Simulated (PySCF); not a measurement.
Delta-SCF ions had no search for a lower state. Excitations are Tamm–Dancoff values on a coarser integration grid. The basis has no diffuse functions, so Rydberg states are missing or too high.

Cartesian coordinates (Å):
```xyz
14

B      1.9068     0.1376     0.6417
C      0.9508    -0.2335    -0.5350
C     -0.5034     0.0936    -0.3458
C     -1.1049     1.0546    -1.0375
C     -1.2243    -0.7191     0.6890
H      1.4913     0.4089     1.7246
H      3.0845     0.1177     0.4657
H      1.3342     0.1687    -1.4770
H      1.0800    -1.3268    -0.6298
H     -0.5744     1.6256    -1.7899
H     -2.1467     1.2998    -0.8735
H     -0.7142    -0.6574     1.6533
H     -2.2524    -0.3854     0.8179
H     -1.2350    -1.7742     0.4019
```
Charge 0, multiplicity 1.

Q: Estimate the S1 oscillator strength, HOMO–LUMO gap, vertical ionisation energy (Delta-SCF), LUMO, HOMO, total energy, brightest of the four lowest singlets (TDA) and S1 excitation (TDA) that PySCF with M06-2X/def2-TZVP returns for this input.

A: 
| Property | Result |
|---|---|
| S1 oscillator strength | 0.001 |
| HOMO–LUMO gap | 7.67 eV |
| vertical ionisation energy (Delta-SCF) | 9.13 eV |
| LUMO | -0.46 eV |
| HOMO | -8.13 eV |
| total energy | -182.6193 Ha |
| brightest of the four lowest singlets (TDA) | 7.26 eV |
| S1 excitation (TDA) | 4.92 eV |
